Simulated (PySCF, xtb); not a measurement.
C3H13NSi2, SMILES C(C)(C)N([SiH3])[SiH3]. Other conformers were not sampled.

Harmonic wavenumbers (cm⁻¹) from GFN2-xTB (xtb) at its own minimum, in rising order: 32, 77, 102, 161, 208, 218, 221, 250, 340, 408, 473, 560, 564, 572, 591, 633, 760, 782, 784, 806, 812, 836, 909, 936, 970, 992, 1047, 1140, 1175, 1194, 1324, 1356, 1393, 1407, 1485, 1491, 1494, 1502, 2181, 2189, 2207, 2217, 2280, 2313, 2885, 3023, 3029, 3034, 3038, 3040, 3047.

Question: What does PBE-D3(BJ)/def2-SVP (PySCF 2.14.0) give at its own minimum? (An estimate is asked for; the answer gives what the named calculation found.)

Answer: 48, 91, 119, 162, 181, 209, 247, 275, 341, 405, 447, 546, 629, 677, 681, 702, 857, 885, 889, 891, 901, 913, 928, 933, 965, 971, 1015, 1118, 1139, 1155, 1290, 1333, 1337, 1353, 1403, 1410, 1420, 1427, 2127, 2133, 2136, 2147, 2181, 2193, 2920, 2964, 2970, 3050, 3060, 3069, 3075. Paired by order, the mean absolute difference is 48 cm⁻¹ and the zero-point energies are 92.2 and 92.0 kcal/mol.
